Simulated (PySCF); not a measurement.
Molecule: `FC(c1cc(C)sn1)(F)F`, C$_{5}$H$_{4}$F$_{3}$NS.

Bonds (- single, = double, # triple, : aromatic): C1-C2, C2:C3, C3:C4, C4-C5, C5-F6, C5-F7, C5-F8, C4:N9, N9:S10, S10:C2. C1 carries H11, H12, H13; C3 carries H14.

Frames of a GFN2-xTB Langevin trajectory at 300 K; GIAO PBE0/pcSseg-1 shieldings in PySCF 2.14.0 with density-fitted response routines, gas phase, non-relativistic; equivalent atoms averaged within each frame.

References, each an isolated molecule treated in the same way: ¹³C (σ = 186.93 ppm), ¹H (σ = 31.72 ppm) against TMS; ¹⁹F (σ = 170.95 ppm) vs CFCl3; ¹⁵N (σ = 267.73 ppm) against NH3; ³³S (σ = 503.73 ppm) vs CS2. The references are static minima.

Task: How do the shifts (ppm) fluctuate along the trajectory?

Result: 
```tsv
time (fs)	C2	C4	C3	C5	C1	F6/F7/F8	N9	S10	H14	H11/H12/H13
optimised geometry	179.7	163.2	126.8	129.0	15.7	-77.2	350.4	410	7.42	2.83
250	182.2	163.6	129.7	128.8	14.9	-80.9	341.6	418	7.24	2.86
425	192.6	170.4	128.3	131.3	18.9	-66.9	357.8	392	7.86	3.25
625	174.6	173.9	112.0	126.1	19.1	-82.9	386.0	457	7.22	3.22
800	185.2	168.9	123.6	134.8	22.9	-63.6	345.3	388	7.93	3.77
1000	161.0	161.5	125.3	130.3	18.4	-73.5	346.8	364	7.12	3.24
mean of frames	179.1	167.7	123.8	130.2	18.8	-73.6	355.5	404	7.47	3.27
standard deviation	12.0	5.0	7.0	3.2	2.8	8.4	18.1	35	0.39	0.32
```

5 frames give an uncertainty of the mean of about the standard deviation over 2.2 at best, since frames this close in time may not be independent; classical motion lacks zero-point vibration, and the reference would need the same averaging.
